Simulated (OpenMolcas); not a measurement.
# Multiconfigurational calculation on Zr2+

Input:

```
&GATEWAY
Coord
1

Zr 0.0 0.0 0.0
Basis=ANO-R1
Group=XYZ
NoMove
AngMom=0.0 0.0 0.0
AMFI
&SEWARD
&RASSCF
FileOrb=start.orb
Symmetry=1
Spin=3
nActEl=2 0 0
Inactive=9 9
Ras2=5 0
CIRoot=10 10 1
SDav=10
CIMx=300
Iter=120 100
PrWF=0.3
OrbListing=Nothing
MaxOrb=0
Atom
>>> COPY $Project.JobIph JOB001
&RASSCF
FileOrb=start.orb
Symmetry=1
Spin=1
nActEl=2 0 0
Inactive=9 9
Ras2=5 0
CIRoot=15 15 1
SDav=15
CIMx=300
Iter=120 100
PrWF=0.3
OrbListing=Nothing
MaxOrb=0
Atom
>>> COPY $Project.JobIph JOB002
&RASSI
NrOfJobIphs=2 10 15
1 2 3 4 5 6 7 8 9 10
1 2 3 4 5 6 7 8 9 10 11 12 13 14 15
IphNames
JOB001
JOB002
EJob
SpinOrbit
DIPRint=1.0
SOCoupling=1000.0
Subsets=2
MEES
Property=10
'ANGMOM' 1 'ANGMOM' 2 'ANGMOM' 3 'MLTPL  1' 1 'MLTPL  1' 2 'MLTPL  1' 3
'AMFI' 1 'AMFI' 2 'AMFI' 3 'MLTPL  2' 6
SOProperty=3
'ANGMOM' 1 'ANGMOM' 2 'ANGMOM' 3
```

Launched by
```bash
OMP_NUM_THREADS=1 MOLCAS_MEM=1689 MOLCAS_PROJECT=a pymolcas a.inp > a.log  # once for each step of the input, in one work folder
```

A driver script runs the steps one by one and writes start.orb anew before each from the orbitals found so far.

Output, cut to the results:

```
--- SEWARD ---
Basis set label: ZR.ANO-R...6S4P3D1F.

      Electronic valence basis set:
      ------------------
      Associated Effective Charge  40.000000 au
      Associated Actual Charge     40.000000 au
      Nuclear Model: Finite nucleus - Gaussian distribution
        Gaussian exponent, Xi/bohr**(-2):  2.25444E+08

      Shell  nPrim  nBasis  Cartesian Spherical Contaminant
         s      23       6        X
         p      15       4        X
         d      12       3                 X
         f       6       1                 X
                  Relativistic X2C integrals
                  Atomic mean-field integrals
--- RASSCF ---
Wave function specifications:
      -----------------------------

      Number of closed shell electrons          36
      Number of electrons in active shells       2
      Max number of holes in RAS1 space          0
      Max nr of electrons in RAS3 space          0
      Number of inactive orbitals               18
      Number of active orbitals                  5
      Number of secondary orbitals              17
      Spin quantum number                      1.0
      State symmetry                             1
Orbital specifications:
      -----------------------

      Symmetry species                           1   2
                                                ag  au
      Frozen orbitals                            0   0
      Inactive orbitals                          9   9
      Active orbitals                            5   0
      RAS1 orbitals                              0   0
      RAS2 orbitals                              5   0
      RAS3 orbitals                              0   0
      Secondary orbitals                         7  10
      Deleted orbitals                           0   0
      Number of basis functions                 21  19
      Number of CSFs                            10
      Number of root(s) required                10
      Iter CI   SX   CI       RASSCF       Energy    max ROT     max BLB   max BLB  Level Ln srch  Step   QN
          iter iter root      energy       change     param      element    value   shift minimum  type update
 Nr of preliminary CI iterations:   1
      Total energies have been shifted. Add                -3000.00 au
        1   1    5    0  -595.52867327    0.00E+00   1.19E-01*   8  11 2  8.35E-02*  0.15   0.00    SX    NO
        2   1    5    0  -595.54833040   -1.97E-02*  6.87E-03    9  16 1  6.40E-03*  0.18   0.00    SX    NO
        3   1    4    0  -595.54840632   -7.59E-05* -2.35E-04    8  11 2  9.43E-04*  0.18   0.00    SX    NO
        4   1    3    0  -595.54840718   -8.61E-07*  4.25E-05    8  11 2  1.40E-04*  0.18   0.00    SX    NO
        5   1    3    0  -595.54840721   -2.35E-08*  8.12E-06    7  10 2  2.67E-05   0.18   1.21    QN   YES
        6   1    2    0  -595.54840721   -7.80E-10  -1.76E-07    9  15 1 -8.56E-07   0.18   1.00    QN   YES
      Convergence after  6 iterations
        7   1    2    0  -595.54840721   -2.73E-12  -1.76E-07    9  15 1 -1.36E-07   0.18   1.00    QN   YES
      Natural orbitals and occupation numbers for root  1
      sym 1:   0.000000   0.863408   0.136592   0.863408   0.136592
      Natural orbitals and occupation numbers for root  2
      sym 1:   0.038944   0.961056   0.961056   0.038944  -0.000000
      Natural orbitals and occupation numbers for root  3
      sym 1:   0.726303  -0.000000   0.726303   0.273697   0.273697
::    RASSCF root number  1 Total energy:  -3595.56070935
::    RASSCF root number  2 Total energy:  -3595.56070935
::    RASSCF root number  3 Total energy:  -3595.56070935
::    RASSCF root number  4 Total energy:  -3595.56070935
::    RASSCF root number  5 Total energy:  -3595.56070935
::    RASSCF root number  6 Total energy:  -3595.56070935
::    RASSCF root number  7 Total energy:  -3595.56070935
::    RASSCF root number  8 Total energy:  -3595.51970222
::    RASSCF root number  9 Total energy:  -3595.51970222
::    RASSCF root number 10 Total energy:  -3595.51970222
--- RASSCF ---
Wave function specifications:
      -----------------------------

      Number of closed shell electrons          36
      Number of electrons in active shells       2
      Max number of holes in RAS1 space          0
      Max nr of electrons in RAS3 space          0
      Number of inactive orbitals               18
      Number of active orbitals                  5
      Number of secondary orbitals              17
...
--- RASSI ---
SPIN-FREE ENERGIES:
  (Shifted by EMIN (a.u.) =      -3595.5607093486)

 SF State       Relative EMIN(au)   Rel lowest level(eV)    D:o, cm**(-1)      L_eff

     1             0.0000000000        0.0000000000              0.0000         3.0
     2             0.0000000000        0.0000000000              0.0000         3.0
     3             0.0000000000        0.0000000000              0.0000         3.0
     4             0.0000000000        0.0000000000              0.0000         3.0
     5             0.0000000000        0.0000000000              0.0000         3.0
     6             0.0000000000        0.0000000000              0.0000         3.0
     7             0.0000000000        0.0000000000              0.0000         3.0
    11             0.0349689037        0.9515523461           7674.7873         2.0
    12             0.0349689037        0.9515523461           7674.7873         2.0
    13             0.0349689037        0.9515523461           7674.7873         2.0
    14             0.0349689037        0.9515523461           7674.7873         2.0
    15             0.0349689037        0.9515523461           7674.7873         2.0
    10             0.0410071322        1.1158609133           9000.0252         1.0
     8             0.0410071322        1.1158609133           9000.0252         1.0
     9             0.0410071322        1.1158609133           9000.0252         1.0
    16             0.0540532494        1.4708638473          11863.3170         4.0
    17             0.0540532494        1.4708638473          11863.3170         4.0
    18             0.0540532494        1.4708638473          11863.3170         4.0
    19             0.0540532494        1.4708638473          11863.3170         4.0
    20             0.0540532494        1.4708638473          11863.3170         4.0
    21             0.0540532494        1.4708638473          11863.3170         4.0
...
```

Levels above the lowest, from the spin-orbit matrix, grouped by J:

```
Configuration  Term  J  E (eV)  Measured (eV)      g  Term weight %  Second
          4d²    ³F  2  0.0000         0.0000  0.667            100        
          4d²    ³F  3  0.0711         0.0844  1.084            100        
          4d²    ³F  4  0.1585         0.1843  1.250            100        
          4d²    ¹D  2  1.0291         0.7119  1.044             90    9 ³P
          4d²    ³P  0  1.1602         0.9996                   100        
          4d²    ³P  1  1.1870         1.0322  1.501            100        
          4d²    ³P  2  1.2517         1.0958  1.455             91    9 ¹D
          4d²    ¹G  4  1.5656         1.3699  1.000            100        
          4d²    ¹S  0  3.7555         2.9730                   100
```

Against the 8 measured excited levels shown (Moore, Atomic Energy Levels, vol. II, NSRDS-NBS 35 (1971 reprint of NBS Circular 467, 1952); NIST levels as listed in Rynkun, Gaigalas and Jonsson, Astron. Astrophys. 637, A10 (2020)) the mean absolute deviation is 1800 cm-1; the largest miss in energy is 4d² ¹S₀: computed 3.7555, measured 2.9730 eV (+26.3 %), and the largest in proportion 4d² ¹D₂ (+44.6 %).

Levels of configurations with an s electron are missing; early in the row they begin among the upper levels of the d shell and mix with terms of their name. Without dynamic correlation excited terms often stand tens of per cent too high (terms of higher spin than the ground term too low), and those without a measured partner can miss by more than the paired ones. Some levels mix across a computed gap that differs much from the measured one, so their mixing is not that of the real levels. Measured partners are found by configuration, term and J. A level has none where our copy of the source lacks it or the pairing is in doubt (some pairs that miss far off the trend of their configuration count as doubtful), and it then counts in no deviation. Only configurations of the active space appear.

The term weight is that of the spin-free term in the level, not the purity of its configuration.
